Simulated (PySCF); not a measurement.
Work out the structure from these simulated measurements.

Formula: C8H10S.

* 1H NMR: chemical shifts (computed TMS as zero) by class: 7.61 (2 H), 7.54 (2 H), 7.52 (1 H), 3.57 (2 H), 1.69 (3 H) ppm [GIAO PBE0/pcSseg-1]
* NMR, other nuclei: isotropic shieldings of nuclei other than C and H, by class: 484 (1 S) ppm [GIAO PBE0/pcSseg-1]
* Dipole: 1.50 D [PBE0/pcSseg-1]
* Rotational structure: rotational constants A, B, C: 2.917, 0.868, 0.794 GHz [GFN2-xTB]
* 13C NMR: chemical shifts (computed TMS as zero) by class: 144.6 (1 C), 135.5 (2 C), 133.7 (2 C), 132.2 (1 C), 44.9 (1 C), 18.3 (1 C) ppm [GIAO PBE0/pcSseg-1]

Electronic properties: PySCF, gas phase, density fitting. Levels stand in brackets. The structure is a single GFN2-xTB conformer in the gas phase; no vibrational or solvent corrections. Each NMR value is the plain mean over a class of atoms that symmetry, rotation or inversion makes alike.

Question: What is the compound? Reason from the data.

Answer: Numbering: `[CH3:1][S:2][CH2:3][c:4]1[cH:5][cH:6][cH:7][cH:8][cH:9]1`. Its formula, C8H10S, gives 4 degrees of unsaturation: 1 ring and 3 π bonds in the structure found (Kekulé form). 8 carbons fall into 6 classes; from least to most shielded: substituted aromatic carbon [C4] (144.6 ppm), aromatic CH carbon [C5/C9] (135.5 ppm, 2 C), aromatic CH carbon [C6/C8] (133.7 ppm, 2 C, up to 2.6 ppm apart in this geometry), aromatic CH carbon [C7] (132.2 ppm), chain sp3 carbon bound to sulfur [C3] (44.9 ppm), S-methyl carbon [C1] (18.3 ppm). Hydrogen classes from least to most shielded: 2 H on the meta carbons, C6/C8 (7.61 ppm), 2 H on the ortho carbons, C5/C9 (7.54 ppm, a mean of values up to 0.6 ppm apart in this geometry), 1 H on the para carbon, C7 (7.52 ppm), 2 H on an sp3 carbon bound to sulfur, C3 (3.57 ppm, a mean of values up to 0.5 ppm apart in this geometry), 3 H on an S-methyl carbon, C1 (1.69 ppm). The other shieldings belong to: 484 ppm, sulfide sulfur [S2]. The optimised geometry has point group C1 and is an asymmetric top. Structure: `CSCc1ccccc1`. Computed isomers that give other values at the same levels: `C=Cc1sccc1CC` (13C chemical shifts (computed TMS as zero) by class: 147.9 (1 C), 145.1 (1 C), 135.2 (1 C), 132.1 (1 C), 130.2 (1 C), 116.5 (1 C), 24.2 (1 C), 14.1 (1 C) ppm); `CSc1cccc(C)c1` (13C chemical shifts (computed TMS as zero) by class: 148.4 (1 C), 143.5 (1 C), 134.7 (1 C), 130.6 (1 C), 129.0 (1 C), 121.8 (1 C), 24.0 (1 C), 18.3 (1 C) ppm); `Cc1ccc(S)cc1C` (13C chemical shifts (computed TMS as zero) by class: 142.7 (1 C), 139.9 (1 C), 136.9 (1 C), 135.6 (1 C), 130.4 (1 C), 129.6 (1 C), 22.9 (1 C), 22.4 (1 C) ppm). The assignments are read from this structure; whether some other isomer fits the data as well wasn't checked.

Conformer computed: `[CH3:1][S:2][CH2:3][c:4]1[cH:5][cH:6][cH:7][cH:8][cH:9]1`: C1–S2–C3–C4 63°, S2–C3–C4–C5 -107°.
